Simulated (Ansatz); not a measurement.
Relaxation of a periodic cell of 63 atoms, Si$_{62}$Sn (host Si, host structure diamond, dopant Sn, one Si atom removed), cell charge +2, to a largest force component of 0.03 eV/Å in at most 60 steps.

Computed with DFT LDA, scalar-relativistic, plane waves, PAW (Ansatz). Settings: PAW set soft_1, cutoff 420 eV, k mesh 1x1x1, gaussian smearing 0.05 eV, no spin polarisation.

```xyz
63
Lattice="10.8600 0.0000 0.0000 0.0000 10.8600 0.0000 0.0000 0.0000 10.8600" Properties=species:S:1:pos:R:3:forces:R:3
Si 5.430 0.000 0.000 -1.19 1.19 1.80
Si 6.787 1.357 1.357 0.02 0.05 0.02
Si 8.145 2.715 0.000 -0.02 0.02 -0.02
Si 9.502 4.072 1.357 -0.01 -0.05 -0.01
Si 8.145 0.000 2.715 -0.31 -0.18 -0.21
Si 9.502 1.357 4.072 0.38 0.00 0.02
Si 0.000 0.000 0.000 -0.21 -0.18 -0.31
Si 1.357 1.357 1.357 0.02 0.00 0.38
Si 2.715 2.715 0.000 -0.03 0.03 -0.01
Si 4.072 4.072 1.357 0.00 -0.02 0.38
Si 5.430 5.430 0.000 0.18 0.21 -0.31
Si 6.787 6.787 1.357 -0.13 -0.13 0.13
Sn 6.787 9.502 -1.357 1.23 -1.23 1.23
Si 9.502 9.502 1.357 0.13 0.13 0.13
Si 2.715 0.000 2.715 -0.03 -0.02 -0.04
Si 4.072 1.357 4.072 -0.01 0.01 0.04
Si 5.430 2.715 2.715 0.02 0.03 -0.04
Si 6.787 4.072 4.072 -0.36 -0.03 0.03
Si 8.145 5.430 2.715 0.29 0.22 -0.22
Si 9.502 6.787 4.072 -0.01 0.01 0.05
Si 5.430 0.000 5.430 0.02 -0.02 -0.01
Si 6.787 1.357 6.787 -0.35 0.01 -0.01
Si 8.145 2.715 5.430 -0.01 0.03 -0.03
Si 9.502 4.072 6.787 0.38 -0.02 0.00
Si 8.145 0.000 8.145 1.80 1.19 -1.19
Si 9.502 1.357 9.502 0.02 0.05 0.02
Si 0.000 5.430 0.000 -0.22 0.22 0.29
Si 1.357 6.787 1.357 0.05 0.01 -0.01
Si 2.715 8.145 0.000 -0.02 0.02 -0.02
Si 4.072 9.502 1.357 -0.05 -0.02 0.02
Si 0.000 2.715 2.715 -0.05 0.00 -0.05
Si 1.357 4.072 4.072 0.04 -0.04 0.04
Si 2.715 5.430 2.715 0.00 0.05 -0.05
Si 4.072 6.787 4.072 0.00 -0.38 0.02
Si 5.430 8.145 2.715 0.18 0.31 -0.21
Si 6.787 9.502 4.072 0.04 -0.04 0.05
Si 0.000 0.000 5.430 -0.04 -0.02 -0.03
Si 1.357 1.357 6.787 0.04 0.01 -0.01
Si 2.715 2.715 5.430 -0.02 0.02 -0.02
Si 4.072 4.072 6.787 -0.01 -0.04 -0.01
Si 5.430 5.430 5.430 0.02 0.04 -0.03
Si 6.787 6.787 6.787 0.02 -0.02 -0.05
Si 8.145 8.145 5.430 -0.02 0.02 -0.02
Si 9.502 9.502 6.787 0.02 -0.02 -0.05
Si 2.715 0.000 8.145 -0.01 -0.02 0.02
Si 4.072 1.357 9.502 -0.01 0.01 -0.35
Si 5.430 2.715 8.145 0.02 0.01 0.02
Si 6.787 4.072 9.502 0.04 -0.05 0.04
Si 8.145 5.430 8.145 -0.31 0.21 0.18
Si 9.502 6.787 9.502 0.13 -0.13 -0.13
Si 0.000 8.145 2.715 -0.22 -0.29 -0.22
Si 1.357 9.502 4.072 0.03 0.36 0.03
Si 0.000 5.430 5.430 -0.05 0.05 0.00
Si 1.357 6.787 6.787 0.02 -0.38 0.00
Si 2.715 8.145 5.430 -0.03 0.01 -0.03
Si 4.072 9.502 6.787 -0.01 0.35 -0.01
Si 0.000 2.715 8.145 -0.04 0.03 0.02
Si 1.357 4.072 9.502 0.03 -0.03 -0.36
Si 2.715 5.430 8.145 -0.03 0.04 0.02
Si 4.072 6.787 9.502 -0.05 -0.02 0.02
Si 5.430 8.145 8.145 -1.19 -1.80 -1.19
Si 0.000 8.145 8.145 -0.21 0.31 0.18
Si 1.357 9.502 9.502 0.05 -0.04 0.04
```

Where does it end, and by what steps?

The run converged. The force dipped under the threshold on the way, but the program's further checks kept it going. Limits of this set-up: coarse k mesh, PAW files made for another functional, no spin, though dangling bonds at a vacancy may carry it, charged cell in a uniform background, uncorrected. After 8 steps the energy has fallen by 1.086 eV; Sn13 moved furthest, 1.14 Å. Joined: Si12–Sn13 (3.84 → 2.92 Å), Sn13–Si14 (3.84 → 2.92 Å), Sn13–Si50 (3.84 → 2.92 Å).

```
step  energy less start (eV)  largest force component (eV/Å)  accepted
   0                  0.0000                           1.801       yes
   1                 -0.7757                           0.348       yes
   2                 -0.8922                           0.201       yes
   3                 -0.9685                           0.125       yes
   4                 -1.0272                           0.099       yes
   5                 -1.0577                           0.082       yes
   6                 -1.0814                           0.067       yes
   7                 -1.0864                           0.016       yes
   8                 -1.0864                           0.016       yes
```

```xyz
63
Lattice="10.8600 0.0000 0.0000 0.0000 10.8600 0.0000 0.0000 0.0000 10.8600" Properties=species:S:1:pos:R:3
Si 5.472 -0.042 0.075
Si 6.785 1.388 1.374
Si 8.134 2.732 -0.011
Si 9.477 4.110 1.332
Si 8.126 0.036 2.723
Si 9.517 1.384 4.068
Si 0.008 0.036 -0.019
Si 1.353 1.384 1.372
Si 2.714 2.716 -0.010
Si 4.046 4.077 1.372
Si 5.394 5.422 -0.019
Si 6.695 6.854 1.291
Sn 7.444 8.846 -0.701
Si 9.436 9.595 1.291
Si 2.699 0.037 2.721
Si 4.075 1.355 4.093
Si 5.393 2.731 2.721
Si 6.773 4.095 4.050
Si 8.118 5.505 2.640
Si 9.477 6.813 4.035
Si 5.435 -0.005 5.447
Si 6.792 1.304 6.841
Si 8.135 2.716 5.429
Si 9.517 4.077 6.761
Si 8.220 -0.042 8.187
Si 9.519 1.388 9.500
Si -0.075 5.505 -0.027
Si 1.320 6.813 1.332
Si 2.698 8.156 -0.011
Si 4.042 9.505 1.374
Si -0.022 2.756 2.693
Si 1.347 4.083 4.062
Si 2.674 5.452 2.693
Si 4.046 6.773 4.068
Si 5.394 8.164 2.723
Si 6.777 9.513 4.068
Si 0.006 0.037 5.414
Si 1.378 1.355 6.790
Si 2.706 2.724 5.421
Si 4.075 4.052 6.790
Si 5.393 5.424 5.414
Si 6.785 6.771 6.757
Si 8.134 8.156 5.413
Si 9.519 9.505 6.757
Si 2.732 -0.005 8.150
Si 4.126 1.304 9.507
Si 5.435 2.698 8.150
Si 6.777 4.077 9.492
Si 8.126 5.422 8.109
Si 9.436 6.854 9.410
Si -0.075 8.172 2.640
Si 1.335 9.517 4.050
Si -0.022 5.452 5.389
Si 1.353 6.773 6.761
Si 2.714 8.155 5.429
Si 4.126 9.498 6.841
Si 0.006 2.731 8.108
Si 1.335 4.095 9.488
Si 2.699 5.424 8.108
Si 4.042 6.771 9.500
Si 5.472 8.070 8.187
Si 0.008 8.164 8.109
Si 1.353 9.513 9.492
```

Run time: 27 s on 4 threads of Arm Neoverse V2, on a shared host, peak memory 0.98 GiB.
